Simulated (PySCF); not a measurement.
Computed shifts of a molecule C₃H₁₁ClSi₂, PBE/pcSseg-1 in PySCF, GIAO, gas phase, atoms alike by connectivity averaged where their shifts nearly agree, in ppm (number of nuclei): ¹³C: 8.1 (1), 4.4 (1), -0.7 (1). ²⁹Si: 42.8 (1), -73.9 (1). ¹H: 4.36 (3), 0.68 (6), 0.46 (1), 0.07 (1). References: ¹³C against TMS (σ = 182.0 ppm); ²⁹Si against TMS (σ = 335.4 ppm); ³⁵Cl against HCl (σ = 936.5 ppm); ¹H against TMS (σ = 31.49 ppm), references at their B3LYP-D3(BJ)/def2-TZVP geometries, non-relativistic (without spin–orbit terms, shifts of atoms bonded to Cl or Br come out too high). Coordinates come from a PBE0-D3(BJ)/def2-SVP optimisation. Other conformers were not sampled.

Q: Pick the molecule that these values belong to.
(A) CC[Si@@H](C)[SiH2]Cl
(B) C[Si](C)(Cl)C[SiH3]
(C) C[Si@H](Cl)CC[SiH3]
(D) CC([SiH3])([SiH3])CCl

A: B, C[Si](C)(Cl)C[SiH3]
